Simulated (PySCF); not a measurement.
# Radial density of Cd (cadmium, neutral)

M06-2X, [Kr] 4d10 5s1 6s1, 6s spin antiparallel (an excited configuration). Computed with PySCF 2.14 in aug-cc-pVDZ-PP with ECP28MDF, with a scalar-relativistic core potential. This is the valence pseudo-density: the core potential removes the inner electrons and smooths the orbitals near the nucleus.

| r (bohr) | 4πr²ρ (e/bohr) |
| --- | --- |
| 0.0180 | 1.963e-05 |
| 0.0303 | 4.893e-05 |
| 0.0509 | 0.0001147 |
| 0.0856 | 0.0004885 |
| 0.144 | 0.005727 |
| 0.242 | 0.09163 |
| 0.408 | 1.961 |
| 0.686 | 16.14 |
| 1.15 | 14.82 |
| 1.94 | 3.330 |
| 3.26 | 0.7536 |
| 5.49 | 0.09328 |
| 9.23 | 0.001038 |

Energies and moments cover only the electrons outside the core potential. The outer electron is Rydberg-like, and this basis confines it to a smaller radius and binds it less than a complete one would. With the s spin flipped the determinant is a mixture of two multiplicities, not a spectroscopic state.
